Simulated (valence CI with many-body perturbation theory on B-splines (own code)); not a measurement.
F³⁺: electric-dipole lines

Computed by valence CI with perturbative core correlation (CI+MBPT): four valence electrons over a frozen Dirac-Fock core [He], a basis of 11 s, 11 p, 10 d, 8 f, 5 g, 2 h functions for each j, with the one-electron correlation potential Σ1, the two-electron term Σ2, the three-electron term Σ3, Breit, model QED; selected CI, second order for the rest, scaled by the run's own slope (own B-spline code, finite nucleus).

Against 48 measured levels this calculation errs by 141 cm⁻¹ on average and by 849 at most. These come from a selection out of Moore, Atomic Energy Levels, vol. I, NSRDS-NBS 35 (1971 reprint of NBS Circular 467, 1949), an old analysis. Levels without a partner in it may be off by more. Among the levels kept, up to 2200 cm⁻¹ of a level comes from second order outside the variational space, and about a tenth of that is noise between levels of different J, which matters for small intervals. 1 measured level below the end of the list, from 492395 cm⁻¹ on, found no clear computed partner, and computed levels of the same name lie up to 459 cm⁻¹ from them.

Lines 1 to 50 of 560 in falling wavelength, among levels below 647726 cm⁻¹, chosen from the strongest by gf and those to the six lowest levels. Wavelengths and rates use the calculated energies, so an error of 100 cm⁻¹ moves a line at 4611 nm by 4.6 % and its rate by three times that or more. Electric multipoles are in the length gauge, E1 and E2 with the static RPA response of the core. Weak lines are less certain than strong ones. Lines between different terms over intervals too small for the method are left out, as are lines whose strength nearly cancels. Where a level lies close to another of its J and parity, the split of strength between their lines is uncertain. The highest levels of a list are the least certain.

Names give the largest LS component (configuration and term), which can be under half, so a name can repeat, a term be missing and a line seem to break the LS rules; names also repeat where a configuration has a term twice. Letters in brackets count levels of one name in rising energy.

```csv
λ vac (nm),Upper,Lower,A (s⁻¹),log gf,Branch %
4611,2s2 2p 5f 3G_4,2s2 2p 5d 3F°_3,3.47e+05,0.00,0.0
4277,2s2 2p 5f 3F_4,2s2 2p 5d 3F°_4,9.98e+04,-0.61,0.0
4251,2s2 2p 5f 3G_3,2s2 2p 5d 3F°_2,5.46e+05,0.02,0.0
4157,2s2 2p 5f 3G_5,2s2 2p 5d 3F°_4,6.53e+05,0.27,0.0
4098,2s2 2p 5f 1F_3,2s2 2p 5d 1D°_2,2.11e+05,-0.43,0.0
3644,2s2 2p 5f 3F_4,2s2 2p 5d 3F°_3,2.09e+05,-0.43,0.0
3560,2s2 2p 4f 3F_4,2s2 2p 4d 3D°_3,2.10e+05,-0.44,0.0
3301,2s2 2p 4f 3F_2,2s2 2p 4d 3D°_1,2.95e+05,-0.62,0.0
3301,2s2 2p 5p 3D_3,2s 2p2 3p 3P°_2 [b],3.79e+05,-0.36,0.0
2904,2s2 2p 4f 3D_3,2s2 2p 4d 3P°_2,4.08e+05,-0.44,0.0
2852,2s2 2p 5p 1P_1,2s2 2p 5s 1P°_1,8.99e+05,-0.48,0.0
2688,2s2 2p 5d 1P°_1,2s2 2p 5p 1S_0,1.16e+06,-0.42,0.0
2585,2s2 2p 5p 3P_2,2s 2p2 3p 3P°_2 [b],8.32e+05,-0.38,0.0
2479,2s2 2p 5d 1D°_2,2s2 2p 5p 1D_2,6.23e+05,-0.54,0.0
2027,2s2 2p 4f 1F_3,2s2 2p 4d 1D°_2,7.30e+05,-0.50,0.0
2026,2s2 2p 5p 1P_1,2s 2p2 3p 1P°_1,1.96e+06,-0.44,0.1
1805,2s2 2p 4f 3F_3,2s2 2p 4d 3F°_2,9.18e+05,-0.50,0.0
1697,2s2 2p 4f 3G_3,2s2 2p 4d 1D°_2,1.33e+06,-0.40,0.0
1658,2s2 2p 4f 3G_5,2s2 2p 4d 3F°_4,3.11e+06,0.15,0.1
1644,2s2 2p 4f 3G_4,2s2 2p 4d 3F°_3,1.91e+06,-0.16,0.1
1581,2s2 2p 6s 1P°_1,2s 2p2 3s 1P_1,2.41e+06,-0.57,0.1
1567,2s2 2p 4f 3G_3,2s2 2p 4d 3F°_2,1.06e+06,-0.56,0.0
1541,2s2 2p 5d 3F°_2,2s2 2p 5p 3D_2,1.76e+06,-0.50,0.1
1513,2s2 2p 5d 3P°_2,2s2 2p 5p 3S_1,6.26e+06,0.03,0.1
1496,2s2 2p 5d 3F°_2,2s2 2p 5p 3D_1,9.88e+06,0.22,0.6
1495,2s2 2p 5d 3P°_1,2s2 2p 5p 3S_1,9.82e+06,-0.01,0.1
1487,2s2 2p 5d 1F°_3,2s2 2p 5p 1D_2,1.59e+07,0.57,0.1
1486,2s2 2p 5d 3P°_0,2s2 2p 5p 3S_1,1.21e+07,-0.40,0.2
1486,2s2 2p 5d 3F°_4,2s2 2p 5p 3D_3,1.58e+07,0.67,1.4
1479,2s2 2p 4d 1F°_3,2s 2p2 3s 1D_2,2.10e+06,-0.32,0.0
1478,2s2 2p 5d 3D°_1,2s2 2p 5p 3P_1,4.27e+06,-0.38,0.0
1477,2s2 2p 5d 3F°_3,2s2 2p 5p 3D_2,1.52e+07,0.54,0.9
1467,2s2 2p 5d 3D°_3,2s2 2p 5p 3P_2,1.13e+07,0.41,0.1
1447,2s2 2p 5d 3D°_2,2s2 2p 5p 3P_1,1.14e+07,0.25,0.1
1446,2s2 2p 5d 3D°_1,2s2 2p 5p 3P_0,8.64e+06,-0.09,0.1
1402,2s2 2p 5d 3P°_2,2s2 2p 5p 3P_2,8.07e+06,0.08,0.1
1386,2s2 2p 5d 3P°_1,2s2 2p 5p 3P_2,3.81e+06,-0.48,0.0
1378,2s2 2p 5d 1D°_2,2s2 2p 5p 3D_1,5.27e+06,-0.12,0.1
1336,2s2 2p 5d 1P°_1,2s 2p2 3s 1S_0,4.14e+06,-0.48,0.0
1306,2s2 2p 5d 3D°_3,2s2 2p 5p 3D_3,6.41e+06,0.06,0.1
1271,2s2 2p 5d 3D°_2,2s2 2p 5p 3D_2,4.25e+06,-0.29,0.0
1258,2s 2p2 3s 3D_3,2s2 2p 4s 3P°_2,2.41e+06,-0.40,0.0
1254,2s2 2p 5d 3P°_2,2s2 2p 5p 3D_3,2.36e+06,-0.56,0.0
1243,2s2 2p 5d 3F°_2,2s2 2p 5p 1P_1,5.42e+06,-0.20,0.3
1236,2s2 2p 5p 1D_2,2s2 2p 5s 1P°_1,1.21e+07,0.14,1.4
1202,2s2 2p 5p 3D_1,2s2 2p 5s 3P°_1,4.08e+06,-0.58,0.4
1180,2s2 2p 5p 3D_1,2s2 2p 5s 3P°_0,1.12e+07,-0.15,1.1
1175,2s2 2p 5p 3D_2,2s2 2p 5s 3P°_1,1.45e+07,0.18,1.6
1166,2s2 2p 5p 3D_3,2s2 2p 5s 3P°_2,1.57e+07,0.35,1.7
1160,2s2 2p 5d 1D°_2,2s2 2p 5p 1P_1,1.52e+07,0.18,0.3
```

(1) How does gf follow from A for the line at 1541 nm?

Answers

(1) gf = 1.4992 × (2J+1)_upper × A / σ², with σ = 6487 cm⁻¹ and 2J+1 = 5: gf = 0.314.
